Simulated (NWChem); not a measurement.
GaHClF; SMILES [GaH]([Cl])[F]

```xyz
4

Ga    -0.3462    -0.4657     0.0019
H     -1.8061    -0.9690     0.0082
F      0.9895    -1.5890    -0.0009
Cl     0.2569     1.5787    -0.0003
```
Atoms are numbered in this order, from 1.

Level: PBE0/def2-SVP (NWChem), optimised geometry, unscaled harmonic frequencies. 

| frequency (cm⁻¹) | IR intensity (km/mol) |
|---|---|
| 176 | 18.2 |
| 441 | 52.3 |
| 458 | 62.3 |
| 598 | 106.5 |
| 720 | 54.4 |
| 2081 | 69.0 |

```json
{
 "zero_point_energy": "6.4 kcal/mol",
 "thermal correction to the enthalpy at 298.15 K (with zero-point energy)": "9.6 kcal/mol",
 "heat capacity Cv": "12.4 cal/(mol K)",
 "entropy at 298.15 K and 1 atm (symmetry number 1)": "70.2 cal/(mol K)",
 "dipole_moment": "2.09 D"
}
```

Rigid rotor and harmonic oscillator.
